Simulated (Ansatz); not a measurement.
```yaml
crystal:
  periodic: [false, false, false]
  atoms:
    - {symbol: Ge, position_ang: [1.075059, 0.988682, -0.064162]}
    - {symbol: Ge, position_ang: [-1.078372, -0.985991, -0.057667]}
    - {symbol: Ge, position_ang: [0.049106, -0.046278, 2.025618]}
    - {symbol: Ge, position_ang: [-1.384487, 1.510321, 0.268498]}
    - {symbol: Ge, position_ang: [1.393656, -1.519772, 0.132131]}
    - {symbol: Sn, position_ang: [-0.054962, 0.053038, -2.304428]}
basis:
  gaussian: {orbitals: def2-SVP, initial_orbitals: start.molden}
total_charge: 1
magnetization: {spin_polarized: true, initial_magnetization: 1}
hamiltonian: {xc: {name: wB97M-V}}
scf: {omitted_lower_state_checks: [starts]}
output: {orbitals: {seedname: orbitals}}
```

The file start.molden holds the orbitals of an earlier run on this structure, at another level or in another basis.

```sh
$ ansatz run in.yaml --threads 4 --pin off --events-out ev --progress --plain --max-ram 4787MiB
```

Problem. Does this run fit into the memory that it is given?

Solution. No. It has 186 basis functions, and Ansatz plans for 6 GiB where 5 GiB are given.
